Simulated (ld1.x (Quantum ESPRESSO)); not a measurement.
**Before and after: ultrasoft potential for helium (He)**

ld1.x (Quantum ESPRESSO) 7.5 input, shortened:

```
&input
   title='He', zed=2., rel=1, dft='PZ', iswitch=3,
   config='[He] 2p-2'
 /
 &inputp
   pseudotype=3, tm=.true., lloc=-1, rcloc=0.80,
   nlcc=.false.,
   which_augfun='PSQ', rmatch_augfun=0.55
 /
4
1S  1  0   2.00   0.00  0.60  0.75  0.0
1S  1  0   0.00   2.20  0.60  0.75  0.0
2P  2  1  -2.00   0.25  0.65  0.85  0.0
2P  2  1  -2.00   1.00  0.65  0.85  0.0
 &test
   configts(1)='1s2'
 /
```

All-electron outer shells of the reference configuration (LDA (PZ), scalar-relativistic, ld1.x):

```tsv
shell	level (eV)	outermost node (bohr)	outermost maximum (bohr)
1s	-15.52	–	0.57
```

Change: all radii scaled by about 0.87 (s 0.66, p 0.74 bohr, rcut 0.52/0.56); local potential all-electron potential smoothed inside 0.70 bohr (lloc = -1); augmentation PSQ, radius 0.48 bohr.

Cutoffs: the cutoffs (Ry, on a coarse ladder) from which the occupation-weighted sum of valence levels, in a spherical-Bessel basis at the reference potential, stays within 10 and 1 mRy of its value at 400 Ry; they do not see the model core or the augmentation charge, which bear on the density cutoff. Errors are all-electron minus pseudo energies relative to the spin-unpolarised reference configuration.

How do hardness, ghosts and transferability respond?

The potential gets harder (60 Ry and 90 Ry → 80 Ry and 110 Ry); of the 4 tests that both files solve, the error grows in 4 and shrinks in 0 by more than 15 % and 0.3 meV (median size 1.2 → 3.3 meV); neither file shows a bound ghost. A smaller radius makes the pseudo-wave follow the all-electron one further in, where it bends more sharply, so more plane waves are needed. That the errors move this way runs against the usual rule that smaller radii transfer better.

| quantity | base | changed |
| --- | --- | --- |
| cutoff, loose | 60 Ry | 80 Ry |
| cutoff, tight | 90 Ry | 110 Ry |
| bound ghosts | none | none |
| error for 1s1, meV [ΔE 26.49 eV] | +10 | +14 |
| error for 1s1.5, meV [ΔE 10.37 eV] | +1.8 | +2.6 |
| error for 1s1 (spin-polarised), meV [ΔE 24.28 eV] | -0.7 | +4.0 |
| error for 1s1.5 (spin-polarised), meV [ΔE 10.02 eV] | +0.1 | +1.1 |
| lowest overlap eigenvalue by channel | s 0.98, p 0.99 | s 0.99, p 0.99 |
